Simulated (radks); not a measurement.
Effect of the nuclear size on neutral fluorine, [He] 2s2 2p5. All-electron calculation, Dirac Kohn-Sham, relativistic LDA (MacDonald-Vosko exchange, VWN5 correlation), spin-unpolarised, spherical densities, finite nucleus; open shells are shared between the two j in proportion to 2j + 1; Fermi nuclear charge, rms radius 2.8976 fm. Program: a radial shooting solver on a logarithmic mesh with Libxc functionals. The rms radius is varied about that value; shifts are against it.

| rms radius (fm) | total energy shift (eV) | density at nucleus (e/bohr^3) | 1s1/2 shift (meV) |
|---|---|---|---|
| 2.5267 | -0.000169 | 458.8 | -0.068 |
| 2.631 | -0.000124 | 458.7 | -0.050 |
| 2.8976 | 0 | 458.4 | 0.000 |
| 3.1004 | 0.000102 | 458.3 | 0.041 |
| 3.2018 | 0.000156 | 458.2 | 0.063 |

Slopes of the eigenvalues against <r^2> in GHz/fm^2, as finite differences over the two radii next to the reference (eigenvalue slopes, not the field-shift constants of lines): 1s1/2 8.22.
